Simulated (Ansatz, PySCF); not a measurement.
Reaction (SMILES): [SiH2][SiH2]Cl -> [SiH2](Cl)[SiH2-] (an electron is taken up)

Wanted: adiabatic electron affinity (0 K, with zero-point energies), in eV. Positive where the reaction releases energy. Terms: open shells spin-unrestricted; valence correlation only; no spin-orbit coupling; no dispersion term unless named; non-relativistic; six Cartesian d functions in 6-31G* and its kin unless marked 5d. CBS(X,Y): correlation extrapolated as X^-3; Hartree-Fock from the larger set. First-principles rows: single points at B3LYP-D3(BJ) geometries (Ansatz, a quantum-chemistry and plane-wave program), with unscaled harmonic terms from B3LYP/6-31G* (Ansatz) at its own minima. Sets without +, aug- or the D of def2-TZVPD hold no diffuse functions, which anions need.

| species | coefficient | E at M06-2X/6-31G* (5d) (PySCF), Eh | E at wB97X-V/def2-TZVPD (Ansatz), Eh | zero-point energy, kcal/mol |
|---|---|---|---|---|
| [SiH2][SiH2]Cl | +1 | -1041.44327 | -1041.45224 | 21.44 |
| [SiH2-][SiH2]Cl | -1 | -1041.51613 | -1041.52764 | 20.37 |

Coupled cluster (Ansatz) is a level with limits of its own, used here on species with T1 under 0.025 (0.045 for open shells) and stable references: CCSD(T)/CBS(aug-cc-pV(T+d)Z,aug-cc-pV(Q+d)Z). Value to compare with, CCSD(T)/CBS(aug-cc-pV(T+d)Z,aug-cc-pV(Q+d)Z) (Ansatz): 2.19 eV. 1 Eh = 27.2114 eV and 1 eV = 23.0605 kcal/mol.

Compute it at each level from the table, and compare with CCSD(T)/CBS(aug-cc-pV(T+d)Z,aug-cc-pV(Q+d)Z) (Ansatz).


- M06-2X/6-31G* (5d): the sum of coefficient times E is 0.07286 Eh, or 1.983 eV; the thermal terms add 0.046. Result: 2.03 eV. Its difference against CCSD(T)/CBS(aug-cc-pV(T+d)Z,aug-cc-pV(Q+d)Z) (Ansatz) is -0.16 eV.
- wB97X-V/def2-TZVPD: the sum of coefficient times E is 0.07540 Eh, or 2.052 eV; the thermal terms add 0.046. Result: 2.10 eV. Its difference against CCSD(T)/CBS(aug-cc-pV(T+d)Z,aug-cc-pV(Q+d)Z) (Ansatz) is -0.09 eV.
